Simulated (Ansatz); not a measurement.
`CC(=O)[CH-]C(C)=O`. Charge -1, multiplicity 1.

```xyz
14

C     1.850   -0.357   -1.436
C     0.881    0.021   -0.315
O     1.378    0.627    0.656
C    -0.460   -0.359   -0.510
C    -1.555   -0.135    0.366
C    -1.309    0.592    1.674
O    -2.715   -0.508    0.111
H     1.374   -0.889   -2.263
H     2.648   -0.979   -1.018
H     2.321    0.554   -1.818
H    -0.710   -0.884   -1.426
H    -2.256    0.665    2.213
H    -0.887    1.583    1.493
H    -0.559    0.069    2.273
```

(1) What are the harmonic wavenumbers in cm⁻¹ at PBE0-D4/def2-TZVPD (Ansatz, finite differences of forces, unscaled)? (An estimate is asked.)

(2) Is this a minimum?

(3) Give the ideal-gas thermochemistry at 298.15 K and 1 bar (rigid rotor, harmonic oscillator; point group Cs, symmetry number 1).

## Answers

(1) Computed: 79, 97, 108, 166, 203, 354, 401, 535, 568, 617, 640, 770, 834, 953, 998, 1011, 1026, 1034, 1185, 1305, 1345, 1373, 1429, 1449, 1456, 1459, 1493, 1615, 1658, 3029, 3043, 3097, 3117, 3118, 3135, 3170.

(2) Yes, all 36 modes are real.

(3) Zero-point energy 286.3 kJ/mol; H(298) − E = 309.8 kJ/mol; entropy 367.2 J/(mol·K), of which translation 166.2, rotation 115.7, vibration 85.3; G(298) − E = 200.3 kJ/mol. Modes under 100 cm⁻¹ are hindered rotations or soft bends, so the harmonic entropy is rough.
